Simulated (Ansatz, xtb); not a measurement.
# A geometry optimisation of C5H9BSi with r2SCAN-D4/def2-SVP

The starting geometry of this gas-phase singlet was built from a drawn formula by distance geometry and a force field; its bonds are those of `B[C@@H]1C=CC=C1[SiH3]`.

```yaml
atoms:
  - { symbol: C, position_ang: [-1.2365, 0.8876, -0.5850] }
  - { symbol: C, position_ang: [-2.2419, 0.0652, 0.1731] }
  - { symbol: C, position_ang: [-1.8593, -1.2428, 0.2523] }
  - { symbol: C, position_ang: [-0.6353, -1.3861, -0.4819] }
  - { symbol: C, position_ang: [-0.2072, -0.1994, -0.9451] }
  - { symbol: B, position_ang: [-0.5884, 2.0164, 0.3271] }
  - { symbol: Si, position_ang: [1.2807, 0.0291, -1.9632] }
  - { symbol: H, position_ang: [0.0334, 2.8855, -0.2125] }
  - { symbol: H, position_ang: [-0.2892, 1.7520, 1.4194] }
  - { symbol: H, position_ang: [-1.6677, 1.2823, -1.5692] }
  - { symbol: H, position_ang: [-3.1705, 0.4539, 0.5846] }
  - { symbol: H, position_ang: [-2.4596, -1.9856, 0.7555] }
  - { symbol: H, position_ang: [-0.0835, -2.3053, -0.5513] }
  - { symbol: H, position_ang: [1.3584, 1.4637, -2.4105] }
  - { symbol: H, position_ang: [2.4896, -0.2738, -1.1788] }
  - { symbol: H, position_ang: [1.1905, -0.8227, -3.1686] }
```

Question: Where would you expect an optimisation with r2SCAN-D4/def2-SVP to take it?

Answer: A new bond forms, giving a structure given below by its coordinates. Distances that change by over a tenth: C1–B6 (1.59 → 1.77 Å). Contacts that close: C5–B6 (2.58 → 1.69 Å).

The energy falls by 0.90 eV over 15 steps:

| step | E − E(last) (eV) |
| --- | --- |
| 1 | 0.895 |
| 3 | 0.395 |
| 4 | 0.299 |
| 6 | 0.128 |
| 7 | 0.087 |
| 9 | 0.016 |
| 10 | 0.003 |
| 12 | 0.001 |
| 13 | 0.000 |
| 15 | 0.000 |

Final geometry (Å):

```xyz
16

C    -1.4549    0.8274   -0.8548
C    -2.4362    0.0843   -0.1533
C    -1.8743   -1.1222    0.3033
C    -0.5320   -1.1440   -0.0797
C    -0.2111    0.0399   -0.8351
B    -0.1895    1.3066    0.2823
Si    1.1839    0.2011   -2.0765
H     0.4299    2.3000   -0.0255
H    -0.4115    1.0356    1.4331
H    -1.6504    1.6784   -1.5111
H    -3.4559    0.4257    0.0414
H    -2.3682   -1.8530    0.9459
H     0.2019   -1.8970    0.2197
H     1.1829    1.5863   -2.6264
H     2.4926   -0.0817   -1.4151
H     1.0064   -0.7671   -3.2024
```

From the same start GFN2-xTB reaches the same bonding as this run.

No frequencies were run, so the end isn't proven a minimum. Run with Ansatz 0.2.0, 3.9 min on 2 threads of AMD EPYC (Zen 3), with other jobs on the host.
